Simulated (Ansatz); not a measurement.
Ideal-gas functions of `[CH3][Sn]([OH])[Cl]` radical at 400 K and 1 bar, from an Ansatz frequency run at PBE0-D4/def2-TZVP.

Molar mass 186.21 g/mol, point group C1 (symmetry number 1), electronic degeneracy 2, moments of inertia 120.013, 224.37, 284.279 u Å². Harmonic wavenumbers (cm⁻¹, unscaled): 34, 109, 125, 149, 255, 342, 478, 605, 722, 736, 813, 1159, 1428, 1438, 3072, 3185, 3197, 3880.

Use S(trans) = R[1.5 ln M + 2.5 ln T − 1.1517]; rotational temperatures θ = 24.2544 K / I; S(rot) = R[ln(√π/σ · √(T³/θAθBθC)) + 1.5]; for each mode x = 1.438777 ν̃/T, S = R[x/(eˣ − 1) − ln(1 − e⁻ˣ)] and H = RT x/(eˣ − 1); 1 cm⁻¹ = 0.0119627 kJ/mol; R = 8.31446 J/(mol·K).

Problem. By hand: the entropy, in J/(mol·K).

Solution. Translation 180.2. Rotation: θ = 0.2021, 0.1081, 0.0853 K, giving 118.1. Vibration, mode by mode: 25.79, 16.15, 15.03, 13.60, 9.32, 7.10, 4.76, 3.32, 2.38, 2.29, 1.84, 0.67, 0.30, 0.29, 0.00, 0.00, 0.00, 0.00, in all 102.9. Electronic 5.8. Sum 407.0 J/(mol·K).

Problem. By hand: H − E and G − E in kJ/mol, counted from the electronic energy.

Solution. Zero-point energy ½ × 21727 × 0.0119627 = 130.0; thermal vibration 19.2; translation, rotation and pV give 4 RT = 13.3. H − E = 162.5 kJ/mol, and G − E = 162.5 − 400 × 407.0/1000 = -0.3 kJ/mol.

Vibration gives 25 % of the entropy, 70.6 J/(mol·K) of it from the modes under 150 cm⁻¹: soft modes count most, and the harmonic formula is weakest for them. The sum counts one conformer and one mirror image; others add a mixing term.
